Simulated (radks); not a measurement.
Values are calculated unless marked as measured or tabulated.
Cs2+, configuration [Kr] 4d8 5s2 5p5 6p2 (not the ground configuration).

Level of theory: Dirac Kohn-Sham, LDA (Slater exchange, Perdew-Wang correlation), spin-unpolarised, spherical densities, point nucleus; open shells fill j = l - 1/2 first (a radial shooting solver on a logarithmic mesh with Libxc functionals).

Energy parts (eV):
part                      energy
total                 -211606.34
kinetic                225335.67
electron-nucleus      -512440.12
Hartree                 80514.48
exchange-correlation    -5016.36

Orbitals (lengths in bohr, moments of r in powers of bohr; r(90%) holds 90 % of the orbital's charge):
1s1/2: occ. 2; eigenvalue (eV) -35785.20; r(90%) 0.0470; <r> 0.02613; <1/r> 59.35
2s1/2: occ. 2; eigenvalue (eV) -5657.195; r(90%) 0.173; <r> 0.1118; <1/r> 13.91
2p1/2: occ. 2; eigenvalue (eV) -5327.635; r(90%) 0.154; <r> 0.09407; <1/r> 13.90
2p3/2: occ. 4; eigenvalue (eV) -4975.857; r(90%) 0.162; <r> 0.09995; <1/r> 12.73
3s1/2: occ. 2; eigenvalue (eV) -1215.849; r(90%) 0.440; <r> 0.2990; <1/r> 4.985
3p1/2: occ. 2; eigenvalue (eV) -1078.053; r(90%) 0.434; <r> 0.2888; <1/r> 4.900
3p3/2: occ. 4; eigenvalue (eV) -1010.559; r(90%) 0.451; <r> 0.3006; <1/r> 4.610
3d3/2: occ. 4; eigenvalue (eV) -767.7980; r(90%) 0.426; <r> 0.2712; <1/r> 4.473
3d5/2: occ. 6; eigenvalue (eV) -753.4375; r(90%) 0.431; <r> 0.2749; <1/r> 4.398
4s1/2: occ. 2; eigenvalue (eV) -265.8636; r(90%) 0.988; <r> 0.6877; <1/r> 2.062
4p1/2: occ. 2; eigenvalue (eV) -215.9000; r(90%) 1.03; <r> 0.7104; <1/r> 1.961
4p3/2: occ. 4; eigenvalue (eV) -201.5391; r(90%) 1.07; <r> 0.7366; <1/r> 1.867
4d3/2: occ. 4; eigenvalue (eV) -119.5779; r(90%) 1.20; <r> 0.8025; <1/r> 1.654
4d5/2: occ. 4; eigenvalue (eV) -117.1004; r(90%) 1.22; <r> 0.8116; <1/r> 1.631
5s1/2: occ. 2; eigenvalue (eV) -57.3865; r(90%) 2.25; <r> 1.578; <1/r> 0.8467
5p1/2: occ. 2; eigenvalue (eV) -42.9647; r(90%) 2.51; <r> 1.741; <1/r> 0.7609
5p3/2: occ. 3; eigenvalue (eV) -40.4850; r(90%) 2.60; <r> 1.805; <1/r> 0.7289
5d3/2: occ. 0; eigenvalue (eV) -20.4879; r(90%) 3.53; <r> 2.381; <1/r> 0.5455
5d5/2: occ. 0; eigenvalue (eV) -20.1961; r(90%) 3.57; <r> 2.407; <1/r> 0.5388
6s1/2: occ. 0; eigenvalue (eV) -16.8786; r(90%) 5.01; <r> 3.552; <1/r> 0.3631
6p1/2: occ. 2; eigenvalue (eV) -13.1355; r(90%) 5.72; <r> 4.051; <1/r> 0.3169
6p3/2: occ. 0; eigenvalue (eV) -12.6668; r(90%) 5.87; <r> 4.168; <1/r> 0.3073
7p1/2: occ. 0; eigenvalue (eV) -5.6804; r(90%) 10.6; <r> 7.557; <1/r> 0.1747
7p3/2: occ. 0; eigenvalue (eV) -5.5096; r(90%) 10.8; <r> 7.747; <1/r> 0.1700

The highest occupied level is 6p1/2 at -13.135 eV. The configuration is held as typed, so some empty levels lie below it. Summed over all electrons, <r^2> = 72.40 bohr^2, which gives a Langevin (diamagnetic) susceptibility term of -57.3 x 10^-6 cm^3/mol. The density falls to 0.001 e/bohr^3 at r = 5.26 bohr.
